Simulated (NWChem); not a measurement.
Molecule: GeP2H6; SMILES [GeH2]([PH2])[PH2]

```xyz
9

Ge    -0.6497     0.0004    -0.0004
P      0.5477    -1.9998     0.0013
P      0.5550     1.9963     0.0010
H     -1.5530     0.0016     1.2495
H     -1.5511     0.0024    -1.2516
H      1.4450    -1.5788    -1.0282
H      1.4258    -1.5869     1.0504
H      1.4409     1.5758     1.0404
H      1.4418     1.5765    -1.0380
```
Atoms are numbered in this order, from 1.

Program: NWChem. Structure relaxed at the PBE0/def2-SVP level. Field at 589 nm.

Problem. What does the run give for B3LYP/aug-cc-pVDZ? Quantities: isotropic polarisability (bohr³); anisotropy (bohr³).

Solution. isotropic polarisability (bohr³): 100.9
anisotropy (bohr³): 49.3
